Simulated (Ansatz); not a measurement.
Calculated with Ansatz (gas phase, PBE0-D4/def2-TZVP geometries, no zero-point term in ΔE). CCSD(T)/CBS adds triple-zeta CCSD(T) − MP2 to the extrapolated MP2 energy (def2 sets, frozen cores). Functionals use def2-TZVPP. For Se outer-core shells are correlated without core-valence functions, which leaves a few kJ/mol of doubt a bond. Scalar relativity is left out up to krypton. One conformer a species, not always the lowest.

`[AlH2][B]([SiH3])O[SiH3]` + `[SiH3][SeH]` → `[AlH2][Se][SiH3]` + `[SiH3]BO[SiH3]`  (cleavage of the Al–B bond)

CCSD(T)/CBS gives -40.4 kcal/mol.

Problem. Another level gave -36.3 kcal/mol. Which?
A. PBE/def2-TZVPP
B. PBE-QIDH/def2-TZVPP
C. r2SCAN-D4/def2-TZVPP
D. BHLYP/def2-TZVPP

Solution. A. PBE -36.3, PBE-QIDH -40.8, r2SCAN-D4 -39.2, BHLYP -42.6 kcal/mol.

Largest T1 diagnostic among the species: 0.014.

From PBE to PBE0 (25 % exact exchange), in def2-TZVPP and without D4, ΔE moves by −2.1 kcal/mol. Leaving LDA and LC-ωPBE aside and taking each functional with its dispersion term where it has one, the values, not all of them listed here, spread over 6.3 kcal/mol, from BHLYP-D4 to revPBE-D4. LDA lies +2.0 kcal/mol from PBE without D4.
